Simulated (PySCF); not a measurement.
PySCF input file for C3H4BF3, SMILES C(/F)=C(\C)B(F)F, B3LYP/pcSseg-1. Geometry: ωB97X-D3(BJ)/def2-SVP. The structure was generated by enumeration; whether it is a known compound was not checked. The values are those of a single conformer.

```python
import numpy as np
from pyscf import gto, scf, dft
from pyscf.prop.nmr import rks as nmr

mol = gto.M(
    atom='''
    C     2.02161584   -0.54987683    0.26434529
    C     0.68173397    0.11985645    0.05736066
    C     0.61747223    1.44845810   -0.08822732
    F    -0.51848563    2.11401936   -0.27530284
    B    -0.60193245   -0.76084583    0.01800490
    F    -0.49189971   -2.07878990    0.15989363
    F    -1.82437186   -0.28202118   -0.14898534
    H     2.04319785   -1.10095750    1.21799917
    H     2.84796354    0.17777467    0.27275774
    H     2.22196097   -1.28383073   -0.53237293
    H     1.48442255    2.12174164   -0.06972947
    ''',
    basis='pcSseg-1',
    charge=0,
    spin=0,
    max_memory=1600,
    verbose=3,
)
mf = dft.RKS(mol, xc='b3lyp')
mf.grids.level = 3
mf.conv_tol = 1e-10
mf.max_cycle = 100
mf.kernel()
n = nmr.NMR(mf)
n.verbose = 2
n.max_cycle_cphf = 60
sigma = n.kernel()
print('atom   isotropic/ppm   span/ppm')
for i, s in enumerate(sigma):
    w = np.linalg.eigvalsh((s + s.T) / 2)
    print(f'{mol.atom_symbol(i):2s}{i + 1:3d} {w.mean():14.3f} {w[2] - w[0]:11.3f}')
```

Log of the run:

```
converged SCF energy = -441.190824338642
atom   isotropic/ppm   span/ppm
C   1        163.750      26.489
C   2         67.896     194.049
C   3          4.124     163.847
F   4        248.766     272.616
B   5         73.399      20.850
F   6        244.928     273.317
F   7        250.040     279.149
H   8         29.552       9.596
H   9         30.051       8.599
H  10         29.548       9.594
H  11         24.269       5.964
```

Self-consistency was reached.

Cost: roughly 27 core-seconds.
